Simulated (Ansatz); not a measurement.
Reaction (ligand exchange at the Si–C bond): `CBCC[SiH3]` + `[OH][InH][Cl]` → `[SiH3][O][InH][Cl]` + `CBCC`

Isolated molecules relaxed with PBE0-D4/def2-TZVP in Ansatz; ΔE leaves out vibrations. CCSD(T)/CBS is the MP2 limit (def2-TZVPP, def2-QZVPP) plus CCSD(T) − MP2 in def2-TZVPP, frozen cores. DFT in def2-TZVPP. Elements past krypton have def2 core potentials. For In outer-core shells are correlated without core-valence functions, which leaves a few kJ/mol of doubt a bond. One conformer a species, not always the lowest.

| level | ΔE (kcal/mol) |
| --- | --- |
| r2SCANh-D4 | -25.9 |
| HF/def2-TZVPP | -32.7 |

Question: What does CCSD(T)/CBS give? (Best estimate.)

Answer: Ansatz gave: -26.3 kcal/mol. The listed levels differ from it by 0.4, -6.4 kcal/mol.

Largest T1 diagnostic among the species: 0.015.

In def2-TZVPP, CCSD(T) changes the Hartree–Fock value by +6.3 kcal/mol (the triples alone add +0.9 kcal/mol) and MP2 by +6.3 kcal/mol. From PBE to PBE0 (25 % exact exchange), in def2-TZVPP and without D4, ΔE moves by −1.9 kcal/mol.

CCSD(T)/CBS has its own doubt, a few kJ/mol and more with outer-core shells, so smaller differences from it don't rank the levels.
